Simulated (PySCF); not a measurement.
**Rh: excitation energy**

Rh [Kr] 4d8 5s1 (4F) → Rh [Kr] 4d7 5s2 (4F), as a difference of total energies. All numbers are calculated (PySCF 2.14, a scalar-relativistic core potential, in aug-cc-pwCVDZ-PP with ECP28MDF (6s6p5d3f, 70 functions)). Correlated levels: valence: 4s2 4p6 frozen. The calculations carry no spin-orbit coupling.

| method | excitation energy (cm⁻¹) |
| --- | --- |
| UHF | 10228 |
| MP2 (valence) | 13384 |
| SCS-MP2 (valence) | 12836 |
| CCSD (valence) | 11610 |
| CCSD(T) (valence) | 11701 |
